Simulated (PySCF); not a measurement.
CH₄Cl₂NTa, SMILES [CH3][Ta](=[NH])([Cl])[Cl], multiplicity 1. Coordinates come from a PBE0-D3(BJ)/def2-SVP optimisation. The spin state was assumed, not searched. The structure was generated by enumeration; whether it is a known compound was not checked. The def2 effective core potentials stand for the cores of Ta; spin–orbit coupling is left out.

The numbers are results of PBE0-D3(BJ)/def2-SVP (PySCF), not measurements.

Harmonic wavenumbers (cm⁻¹): 93, 122, 133, 161, 199, 221, 383, 398, 542, 544, 567, 592, 673, 1024, 1190, 1391, 1396, 3029, 3140, 3150, 3689. Rotational constants (GHz): 2.334, 1.409, 1.189; symmetry number 1.

Problem. Work out the zero-point energy and the ideal-gas rigid-rotor harmonic-oscillator thermochemistry at 298.15 K and 1 atm.

Solution. ZPE = ½ Σ hcν = ½ × 22637 cm⁻¹ = 135.40 kJ/mol. H − E(el) = 159.47 kJ/mol. Entropy in J/(mol K): translation 179.11, rotation 120.50, vibration 87.00, total 386.61. G − E(el) = 44.20 kJ/mol. Cp = 118.81 J/(mol K). Modes under 150 cm⁻¹ make the vibrational entropy uncertain.
